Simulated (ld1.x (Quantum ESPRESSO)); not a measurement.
**Before and after: RRKJ potential for silicon (Si)**

silicon, norm-conserving RRKJ (Kleinman–Bylander form), made with ld1.x (Quantum ESPRESSO) 7.5 (LDA (PZ), scalar-relativistic). Core [Ne], reference 3s2 3p1 (charge +1). Waves: 3p (bound): rc 2.20 bohr; 3d channel at -0.1 Ry: rc 1.85 bohr; 3s (bound): rc 1.55 bohr. Local part: the s channel. Core correction: a·sin(br)/r model core inside 1.40 bohr.

All-electron outer shells of the reference configuration (LDA (PZ), scalar-relativistic, ld1.x):

| shell | level (eV) | outermost node (bohr) | outermost maximum (bohr) |
| --- | --- | --- | --- |
| 3s | -19.11 | 0.72 | 1.73 |
| 3p | -11.75 | 0.71 | 2.01 |

Change: functional PBE.

Cutoffs: the cutoffs (Ry, on a coarse ladder) from which the occupation-weighted sum of valence levels, in a spherical-Bessel basis at the reference potential, stays within 10 and 1 mRy of its value at 400 Ry; they do not see the model core or the augmentation charge, which bear on the density cutoff. Errors are all-electron minus pseudo energies relative to the spin-unpolarised reference configuration.

Question: How do hardness, ghosts and transferability respond?

Answer: The potential gets softer (21 Ry and 40 Ry → 18 Ry and 40 Ry); the number of tests with a reliable result goes from 9 to 7; of the 7 tests that both files solve, the error grows in 2 and shrinks in 5 by more than 15 % and 0.3 meV (median size 6.1 → 6.2 meV); neither file shows a bound ghost.

| quantity | base | changed |
| --- | --- | --- |
| cutoff, loose | 21 Ry | 18 Ry |
| cutoff, tight | 40 Ry | 40 Ry |
| bound ghosts | none | none |
| error for 3s2 3p2, meV [ΔE -7.83 → -7.74 eV] | +4.7 | +3.5 |
| error for 3s2 3p0, meV [ΔE 16.11 → 15.99 eV] | +14 | +9.2 |
| error for 3s1 3p0, meV [ΔE 50.26 → 49.96 eV] | +79 | +63 |
| error for 3s0 3p4, meV [ΔE 5.95 → 6.04 eV] | -11 | -21 |
| error for 3s2 3p2.3, meV [ΔE -8.79 → -8.67 eV] | +6.1 | +4.6 |
| error for 3s1 3p2, meV [ΔE 7.41 → 7.43 eV] | -3.2 | -6.2 |
| error for 3s2 3p1.5, meV [ΔE -4.86 → -4.82 eV] | +1.8 | +1.3 |
| s: phases at 2.41 bohr within 0.05 rad from the reference energy up to (Ry; the scan ends near 5) | 2.0 | 2.0 |
| p: phases at 2.41 bohr within 0.05 rad from the reference energy up to (Ry; the scan ends near 5) | 2.7 | 2.8 |
| d: phases at 2.41 bohr within 0.05 rad from the reference energy up to (Ry; the scan ends near 5) | 3.4 | 3.4 |
